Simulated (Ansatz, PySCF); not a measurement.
Process, species as SMILES: [B]F → [B][F+] + e-
Geometries: B3LYP-D3(BJ)/def2-TZVP minima from Ansatz (a quantum-chemistry and plane-wave program).

Wanted: adiabatic ionisation energy (0 K, with B3LYP-D3(BJ) harmonic zero-point energies from PySCF), in eV. Cores are frozen in the correlated levels unless marked. UHF or UKS for open shells. Spin-orbit coupling is left out. No relativistic terms. CBS(X,Y): correlation extrapolated as X^-3; Hartree-Fock from the larger set (for Q and 5 zeta extrapolated as (X+1)exp(-9√X)).

```tsv
level	program	adiabatic ionisation energy (eV)
BLYP/def2-TZVPD	Ansatz	10.87
```

Task: Estimate the value at CCSD(T)/CBS(cc-pVQZ,cc-pV5Z) as computed with Ansatz.

Result: 11.11 eV
